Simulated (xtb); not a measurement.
C₇H₉O (SMILES C[OH+]c1ccccc1), charge +1, singlet, geometry from GFN2-xTB. Base run: GFN0-xTB (xtb 6.7.1).

xtb was given this input:
```
$ xtb mol.xyz --gfn 0 --chrg 1 --json

# file mol.xyz
17

C      2.68581111     0.47233117    -0.23426577
O      1.70989725     0.21900805     0.81386579
C      0.34471567     0.03250646     0.32907195
C      0.01222459    -1.19816702    -0.20327298
C     -1.28799653    -1.38978475    -0.64407141
C     -2.21537241    -0.36423910    -0.54765958
C     -1.85671093     0.86026071    -0.00676033
C     -0.56031393     1.07014763     0.43843242
H      3.66463036     0.55667222     0.23538758
H      2.67916004    -0.38406176    -0.90637054
H      2.44929023     1.37869168    -0.79224115
H      1.70573102     0.97635760     1.43676038
H      0.74141377    -1.99032729    -0.25934878
H     -1.57168239    -2.34338551    -1.05898733
H     -3.22491764    -0.52078929    -0.89251364
H     -2.58071358     1.65504338     0.07210182
H     -0.27623520     2.02140386     0.86543975
```

The base run was repeated with changes; each row names its change, and settings that it needs were set with it.

```
change         ΔE vs base (kcal/mol)  HOMO-LUMO gap (eV)
-------------  ---------------------  ------------------
base                           0.000                4.18
etemp = 10000                      ?                4.18
etemp = 1000                   0.000                4.18
acc = 0.0001                   0.000                4.18
```

Some entries are withheld; supply them.


- etemp = 10000, ΔE vs base (kcal/mol): -16.44
